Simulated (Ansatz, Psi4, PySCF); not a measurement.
Noncovalent pair: CH2O (SMILES C=O) (first 4 atoms) with H2Se (SMILES [SeH2]); geometry from B3LYP-D3(BJ)/def2-TZVP, rigid monomers moved along the line of their centres of mass till O2···Se5 is 3.71 Å.
(charge 0, multiplicity 1):
```xyz
7

C      0.354     0.067    -0.329
O      1.084    -0.668     0.278
H      0.204    -0.034    -1.421
H     -0.204     0.879     0.174
Se     0.873     0.829     3.668
H      0.433    -0.570     3.648
H      0.227     1.065     4.969
```

Interaction energies are E(AB) − E(A) − E(B) at the monomers' geometry in the complex; basis-set methods are counterpoise corrected. Rows marked so take none.

Frozen-core correlation. Filled d and f shells under p-block atoms count as core. CBS: X⁻³ extrapolation of the correlation energy, Hartree–Fock from the larger set. Rows in 3-21G, 6-31G* carry no dispersion term and start afresh at each structure (6-31G* with six Cartesian d functions); the Pople sets are all-electron and without relativity. MP2/6-31G* freezes PySCF's default core, which leaves 3d correlated.

The values were computed with Ansatz (a quantum-chemistry and plane-wave program) with Gaussian orbitals; Psi4 for SAPT; PySCF for 3-21G rows, 6-31G* rows, the dispersion terms. 

| level | interaction energy (kcal/mol) |
|---|---|
| HF/3-21G (no counterpoise) | -1.64 |
| B3LYP/6-31G* | -0.83 |
| PBE0-D3(BJ)/def2-TZVPPD | -1.92 |
| M06-2X/6-31G* (no counterpoise) | -2.25 |
| MP2/6-31G* | -1.17 |
| MP2/6-31G* (no counterpoise) | -2.19 |
| MP2/CBS(aug-cc-pVDZ, aug-cc-pVTZ) | -1.83 |
| SCS-MP2/aug-cc-pVDZ | -1.48 |
| SAPT0/aug-cc-pVDZ | [?] |

### Question
Some entries are withheld; supply them.

### Answer

- SAPT0/aug-cc-pVDZ, interaction energy (kcal/mol): -2.02
